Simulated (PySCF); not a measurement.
# Gallium: highly charged ions in a basis for the neutral atom

Ga¹⁶⁺ [Ne] 3s2 3p3, Ga¹⁷⁺ [Ne] 3s2 3p2. Calculation: PySCF 2.14, in cc-pVDZ-PP with ECP10MDF (4s3p2d, 23 functions); a scalar-relativistic core potential. No spin-orbit coupling, so a gap to NIST mixes the basis error with missing relativistic terms.

Changed run: basis of the neutral atom used for a highly charged ion. This setting is unsound on purpose.

```
species  method  sound run (hartree)  changed run (hartree)  converged
  Ga¹⁶⁺     UHF              not run             -124.31055        yes
  Ga¹⁶⁺    TPSS              not run             -124.48529        yes
  Ga¹⁶⁺    PBE0              not run             -124.45570        yes
  Ga¹⁷⁺     UHF              not run             -102.71084        yes
  Ga¹⁷⁺    TPSS              not run             -102.88776        yes
  Ga¹⁷⁺    PBE0              not run             -102.84413        yes
```

Ionisation energy of Ga¹⁶⁺:

| method | changed run (eV) | NIST (eV) |
| --- | --- | --- |
| UHF | 587.76 | 599.8 ± 1.4 |
| TPSS | 587.70 | 599.8 ± 1.4 |
| PBE0 | 588.08 | 599.8 ± 1.4 |

The contracted functions were made for the neutral atom and can be too rigid for a highly charged ion.
